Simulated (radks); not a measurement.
All-electron atom: neutral sulfur in [Ne] 3p6 (not the ground configuration).

Method: scalar-relativistic Kohn-Sham, PBE, spin-polarised, spherical densities, point nucleus; computed with a radial shooting solver on a logarithmic mesh with Libxc functionals.

Energy parts (hartree):
part                      energy
total                 -398.28374
kinetic                399.79452
electron-nucleus      -948.68989
Hartree                175.97940
exchange-correlation   -25.36777

Orbitals (lengths in bohr, moments of r in powers of bohr):
orbital  occ.  eigenvalue (hartree)      <r>   <1/r>    <r^2>
1s          2             -88.52173  0.09687   15.66  0.01263
2s          2              -7.88344   0.4788   3.065   0.2728
2p          6              -5.85370   0.4423   2.959   0.2445
3p          6              -0.29678    2.004  0.6812    4.814

The highest occupied level is 3p at -8.076 eV. Summed over all electrons, <r^2> = 30.92 bohr^2, which gives a Langevin (diamagnetic) susceptibility term of -24.5 x 10^-6 cm^3/mol. The density falls to 0.001 e/bohr^3 at r = 4.15 bohr.
